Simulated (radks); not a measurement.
Spherical quantum dot in the effective-mass picture: electrons in a hard-walled sphere of radius 5.55, with a point charge +2 (a donor) at the centre, all in effective atomic units (hartree* = m*/eps^2 hartree, bohr* = eps/m* bohr), one dielectric constant everywhere. Calculated with a radial shooting solver with Libxc functionals: non-relativistic Kohn-Sham, LDA (Slater exchange, Perdew-Wang correlation), spin-polarised, spherical densities. Levels are named by radial order and angular momentum (1s, 1p, 1d, 2s, ...), and open shells are averaged over m.

N = 2, configuration 1s2. This is the lowest configuration that the search found. Occupied and some empty levels:

level  occupation  eigenvalue (hartree*)  <r> (bohr*)
1s              2               -0.56949       0.9577
2s              0                0.19180        3.101
1p              0                0.21063        2.979
1d              0                0.46485        3.483

Energy (hartree*): total -2.83427, kinetic 2.7693, external -6.6276, Hartree 1.9974, exchange-correlation -0.97342. Static polarisability (adiabatic kernel): 1.614 bohr*^3.
